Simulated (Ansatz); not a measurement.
`[CH3][GaH][CH2]O` + `C#COC=C` → `C#[C][GaH][CH3]` + `C=COCO`  (formal exchange of groups at a Ga–C bond)

Calculated with Ansatz (gas phase, PBE0-D4/def2-TZVP geometries, no zero-point term in ΔE). CCSD(T)/CBS adds triple-zeta CCSD(T) − MP2 to the extrapolated MP2 energy (def2 sets, frozen cores). Functionals use def2-TZVPP. For Ga outer-core shells are correlated without core-valence functions, which leaves a few kJ/mol of doubt a bond. Scalar relativity is left out up to krypton. One conformer a species, not always the lowest.

`[CH3][GaH][CH2]O`:

Z-matrix (Å, degrees):
```
C
Ga 1 1.971
H 1 1.092 2 112.0
H 1 1.095 2 109.6 3 119.7
H 1 1.092 2 111.4 3 -122.0
C 2 1.992 1 118.8 3 -24.2
H 2 1.577 1 121.2 3 157.6
O 6 1.423 2 115.4 1 10.1
H 6 1.095 2 108.1 1 128.9
H 6 1.102 2 110.2 1 -116.8
H 8 0.959 6 108.8 2 -47.3
```

`C#COC=C`:

```xyz
9

C     0.069    2.176    0.598
C     0.259    1.020    0.848
O     0.484   -0.215    1.168
C     0.190   -1.197    0.239
C    -0.308   -0.990   -0.965
H    -0.096    3.204    0.388
H     0.433   -2.162    0.658
H    -0.498   -1.840   -1.605
H    -0.532    0.004   -1.329
```

`C#[C][GaH][CH3]`:

```xyz
9

C    -2.240   -0.201    1.558
C    -1.453    0.085    0.686
Ga   -0.184    0.527   -0.693
C     1.611   -0.242   -0.548
H    -2.937   -0.451    2.325
H    -0.674    1.478   -1.835
H     1.542   -1.327   -0.445
H     2.240   -0.004   -1.405
H     2.095    0.134    0.358
```

`C=COCO`:

Z-matrix (Å, degrees):
```
C
O 1 1.375
O 1 1.414 2 108.9
H 1 1.095 2 107.3 3 118.8
H 1 1.100 2 112.8 3 -120.3
H 2 0.962 1 108.7 3 64.6
C 3 1.345 1 116.6 2 179.9
C 7 1.330 3 128.1 1 -2.1
H 7 1.085 3 110.3 1 178.1
H 8 1.081 7 118.6 3 -179.9
H 8 1.081 7 123.9 3 -0.3
```

```csv
level,ΔE (kJ/mol)
r2SCAN-D4,-123.9
B2PLYP,-128.5
PBE0,-118.6
HF/def2-TZVPP,-149.5
SCS-MP2/def2-TZVPP,-138.6
HF/def2-QZVPP,-149.3
MP2/def2-QZVPP,-133.6
CCSD/CBS(def2),-131.9
```

(1) What does CCSD(T)/CBS give? (An estimate is asked.)

Largest T1 diagnostic among the species: 0.013.

## Answers

(1) The calculation gave: -131.3 kJ/mol. The listed levels differ from it by 7.4, 2.8, 12.7, -18.2, -7.3, -18.0, -2.3, -0.6 kJ/mol.

In def2-TZVPP, CCSD(T) changes the Hartree–Fock value by +12.8 kJ/mol (the triples alone add +0.6 kJ/mol) and MP2 by +12.8 kJ/mol. From PBE to PBE0 (25 % exact exchange), in def2-TZVPP and without D4, ΔE moves by −8.5 kJ/mol.
